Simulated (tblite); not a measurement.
A geometry optimisation, step by step.

Compound: C2H11AsSi2 (charge +1 and doublet state).
Atom-mapped SMILES: `[CH3:1][CH2:2][SiH2:3][AsH+:4][SiH3:5]` (hydrogens: H6, H7, H8 on C1; H9, H10 on C2; H11, H12 on Si3; H13 on As4; H14, H15, H16 on Si5)

Computed with GFN2-xTB (tblite), gas phase: L-BFGS steps from a force-field or distance-geometry start until the largest atomic force falls under 0.01 eV/Å. 5 of its 129 geometries are shown.

Step 0: E = -414.9079 eV, largest atomic force 1.864 eV/Å
```
atom  x, y, z in Å  |  force x, y, z in eV/Å
C1     -2.664    0.082    0.615   -1.154   0.533   0.830
C2     -1.588    0.359   -0.411    0.143  -0.255  -0.568
Si3    -0.239   -0.937   -0.177   -1.072  -1.279  -0.830
As4     1.418   -0.254    1.261    0.359  -0.689   1.304
Si5     3.151    0.843    0.224    1.512   0.895  -0.300
H6     -2.347   -0.716    1.322   -0.462   0.785  -0.109
H7     -3.600   -0.292    0.117    0.858   0.506   0.617
H8     -2.880    1.048    1.158   -0.084  -1.291  -0.318
H9     -1.203    1.380   -0.369   -0.213  -0.014  -0.068
H10    -2.043    0.183   -1.392    0.340   0.375  -0.004
H11     0.255   -1.346   -1.495    0.486   0.030  -0.083
H12    -0.923   -2.111    0.425    0.395   0.098  -0.018
H13     2.030   -1.578    1.883   -0.368   0.815  -0.557
H14     4.343   -0.020    0.069   -0.318  -0.079   0.046
H15     2.739    1.399   -1.081   -0.221  -0.200   0.182
H16     3.543    1.967    1.109   -0.200  -0.230  -0.125
```

Step 32: E = -415.5977 eV, largest atomic force 0.249 eV/Å
```
atom  x, y, z in Å  |  force x, y, z in eV/Å
C1     -2.719    0.169    0.670   -0.118  -0.019   0.103
C2     -1.617    0.262   -0.390    0.020  -0.026  -0.021
Si3    -0.355   -1.155   -0.292    0.057  -0.236  -0.041
As4     1.320   -0.189    1.227    0.048   0.086  -0.051
Si5     3.260    0.946    0.269   -0.124  -0.096   0.194
H6     -2.372   -0.327    1.579    0.018   0.124  -0.015
H7     -3.560   -0.406    0.284    0.054   0.047   0.082
H8     -3.078    1.163    0.945    0.005  -0.182  -0.093
H9     -1.083    1.210   -0.276    0.018   0.072  -0.022
H10    -2.068    0.275   -1.379   -0.071   0.091  -0.058
H11     0.463   -1.344   -1.513   -0.047  -0.009   0.078
H12    -0.811   -2.427    0.297    0.051   0.183  -0.058
H13     2.023   -1.472    1.508    0.031  -0.058   0.015
H14     4.231   -0.142    0.171    0.082   0.041  -0.018
H15     2.763    1.409   -1.026   -0.042   0.026  -0.086
H16     3.595    2.038    1.181    0.017  -0.043  -0.010
```

Step 64: E = -415.6889 eV, largest atomic force 0.075 eV/Å
```
atom  x, y, z in Å  |  force x, y, z in eV/Å
C1     -2.629    0.212    0.712   -0.013  -0.012   0.020
C2     -1.632    0.276   -0.447   -0.031   0.023   0.021
Si3    -0.383   -1.161   -0.384   -0.059   0.043   0.018
As4     1.299   -0.291    1.193    0.009   0.019  -0.029
Si5     3.233    0.916    0.368   -0.012   0.001   0.001
H6     -2.122    0.265    1.678    0.044  -0.015  -0.031
H7     -3.199   -0.712    0.670   -0.033   0.025   0.037
H8     -3.328    1.044    0.662    0.044  -0.028  -0.031
H9     -1.108    1.238   -0.410   -0.005  -0.003  -0.062
H10    -2.182    0.250   -1.390    0.014   0.011   0.031
H11     0.414   -1.385   -1.601    0.036  -0.006  -0.018
H12    -0.904   -2.390    0.215    0.023  -0.020   0.000
H13     1.980   -1.604    1.380    0.035  -0.015   0.008
H14     4.302   -0.066    0.188   -0.017  -0.013   0.035
H15     2.732    1.441   -0.907   -0.031   0.010  -0.035
H16     3.518    1.974    1.331   -0.004  -0.022   0.035
```

Step 96: E = -415.7345 eV, largest atomic force 0.069 eV/Å
```
atom  x, y, z in Å  |  force x, y, z in eV/Å
C1     -2.373    0.371    0.798    0.030   0.016  -0.037
C2     -1.750    0.129   -0.579   -0.035   0.042  -0.006
Si3    -0.411   -1.222   -0.563   -0.014   0.001   0.019
As4     1.178   -0.375    1.110    0.009  -0.002  -0.001
Si5     3.120    0.936    0.532   -0.025   0.011  -0.012
H6     -1.611    0.672    1.525   -0.001  -0.018  -0.005
H7     -2.875   -0.519    1.169    0.008  -0.015  -0.005
H8     -3.107    1.170    0.738   -0.013   0.005   0.011
H9     -1.333    1.075   -0.947   -0.007  -0.068  -0.010
H10    -2.538   -0.155   -1.280    0.030   0.024   0.038
H11     0.420   -1.309   -1.776   -0.005  -0.013   0.000
H12    -0.833   -2.522   -0.034   -0.006   0.006  -0.019
H13     1.894   -1.670    1.299    0.002  -0.004   0.002
H14     4.210   -0.015    0.321    0.009  -0.019   0.008
H15     2.686    1.591   -0.709    0.003   0.017   0.021
H16     3.317    1.853    1.651    0.013   0.018  -0.005
```

Step 128: E = -415.7373 eV, largest atomic force 0.010 eV/Å
```
atom  x, y, z in Å  |  force x, y, z in eV/Å
C1     -2.306    0.407    0.797   -0.001   0.001  -0.005
C2     -1.766    0.107   -0.601    0.000   0.004  -0.005
Si3    -0.435   -1.252   -0.592   -0.006  -0.002   0.004
As4     1.161   -0.405    1.075    0.003  -0.005   0.007
Si5     3.092    0.956    0.575    0.004  -0.001   0.004
H6     -1.509    0.770    1.454   -0.004   0.001   0.006
H7     -2.747   -0.481    1.246   -0.007   0.007   0.000
H8     -3.073    1.176    0.750    0.006   0.000  -0.006
H9     -1.368    1.026   -1.040   -0.007  -0.001   0.003
H10    -2.594   -0.205   -1.240    0.004  -0.002   0.004
H11     0.385   -1.364   -1.809    0.000  -0.004  -0.004
H12    -0.874   -2.543   -0.054    0.004  -0.002  -0.003
H13     1.894   -1.692    1.252    0.005  -0.003  -0.002
H14     4.180    0.009    0.332    0.002   0.003  -0.005
H15     2.668    1.685   -0.626   -0.006   0.004  -0.002
H16     3.285    1.817    1.738    0.002   0.000   0.003
```

**Question.** Summarise the path.

**Answer.** The energy falls by 80.03 kJ/mol from step 0 to step 128; nine tenths of that is first reached at step 42. It rises by more than 0.2 meV at step 43. The largest force goes from 1.864 to 0.010 eV/Å. Among the bonds Si3–As4 changes most, from 2.298 to 2.459 Å; the atoms move by 0.751 Å rms after alignment.

The cost below is that of the whole relaxation. Hardware: one thread of an Arm Neoverse V2 (shared host). Cost: 0.8 s.
